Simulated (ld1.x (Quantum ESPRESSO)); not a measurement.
Before and after: PAW potential for beryllium

- Element: Be (Z = 4)
- Generator: ld1.x (Quantum ESPRESSO) 7.5
- Type: PAW
- Functional: PBE
- Relativity: non-relativistic
- Frozen core: none
- Valence charge: 4
- Reference configuration: 1s2 2s2 2p0
- Partial waves: 1s (bound): rcut 0.65, rcutus 0.75 bohr; 2s (bound): rcut 0.65, rcutus 0.75 bohr; 2p (bound, empty): rcut 2.00, rcutus 2.75 bohr; 2p channel at 0.35 Ry: rcut 2.00, rcutus 2.75 bohr
- Local potential: all-electron potential smoothed inside 0.70 bohr (lloc = -1)
- Core correction: none
- Augmentation charge: GAUSS, radius 0.55 bohr

Change: all radii scaled by about 1.13 (s 0.84, p 3.10 bohr, rcut 0.74/2.26); local potential all-electron potential smoothed inside 0.78 bohr (lloc = -1); augmentation GAUSS, radius 0.62 bohr.

Cutoffs: the cutoffs (Ry, on a coarse ladder) from which the occupation-weighted sum of valence levels, in a spherical-Bessel basis at the reference potential, stays within 10 and 1 mRy of its value at 400 Ry; they do not see the model core or the augmentation charge, which bear on the density cutoff. Errors are all-electron minus pseudo energies relative to the spin-unpolarised reference configuration.

Question: Predict the effect on cutoff, ghosts and configuration errors.

Answer: The potential gets softer (140 Ry and 180 Ry → 120 Ry and 160 Ry); of the 7 tests that both files solve, the error grows in 2 and shrinks in 1 by more than 15 % and 0.3 meV (median size 4.5 → 9.7 meV); neither file shows a bound ghost. A larger radius leaves more room for a smooth pseudo-wave, so fewer plane waves are needed.

```csv
quantity,base,changed
"cutoff, loose",140 Ry,120 Ry
"cutoff, tight",180 Ry,160 Ry
bound ghosts,none,none
"error for 1s2 2s1 2p0, meV [ΔE 9.55 eV]",0.0,0.0
"error for 1s2 2s0 2p0, meV [ΔE 27.49 eV]",-0.1,-0.2
"error for 1s2 2s1.5 2p0, meV [ΔE 3.76 eV]",0.0,0.0
"error for 1s2 2s0 2p2, meV [ΔE 7.25 eV]",+17,+17
"error for 1s2 2s0 2p1, meV [ΔE 13.46 eV]",+13,+9.7
"error for 1s1 2s2 2p0, meV [ΔE 128.26 eV]",-20,-25
"error for 1s2 2s1 2p1, meV [ΔE 3.61 eV]",+4.5,+11
lowest overlap eigenvalue by channel,"s 0.30, p 0.93","s 0.20, p 0.91"
```
